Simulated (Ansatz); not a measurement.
Start from `B[C](C)([AlH2])[SiH3]` and change one atom or group to get `BC(C)([SiH3])C#N`.

Ansatz, PBE0-D4/def2-TZVP geometries, multiplicity 1. 

```csv
property,`B[C](C)([AlH2])[SiH3]`
size of the dipole moment (B3LYP/def2-TZVPP) / D,1.72
HOMO–LUMO gap (PBE0/def2-TZVPP) / eV,6.60
HOMO–LUMO gap (PBE/def2-TZVPP) / eV,4.66
LUMO energy (PBE/def2-TZVPP) / eV,-1.93
size of the dipole moment (ωB97M-V/def2-TZVPP) / D,1.74
size of the dipole moment (PBE/def2-TZVPP) / D,1.77
```

Problem. What does the change do to each property? (An estimate is asked.)

Solution. The calculation gave: 
| property | `BC(C)([SiH3])C#N` | shift |
| --- | --- | --- |
| size of the dipole moment (B3LYP/def2-TZVPP) / D | 3.96 | 2.24 |
| HOMO–LUMO gap (PBE0/def2-TZVPP) / eV | 6.35 | -0.25 |
| HOMO–LUMO gap (PBE/def2-TZVPP) / eV | 4.20 | -0.46 |
| LUMO energy (PBE/def2-TZVPP) / eV | -3.05 | -1.12 |
| size of the dipole moment (ωB97M-V/def2-TZVPP) / D | 3.94 | 2.20 |
| size of the dipole moment (PBE/def2-TZVPP) / D | 3.86 | 2.09 |

With PBE0 the HOMO falls by 0.77 eV and the LUMO falls by 1.03 eV, so the gap narrows by about 0.26 eV. PBE moves the HOMO by -0.66 eV and ωB97M-V by -0.82 eV. Dipoles are sizes alone; their direction can turn.

B3LYP here is the variant with VWN-RPA as its local correlation; programs differ in this.
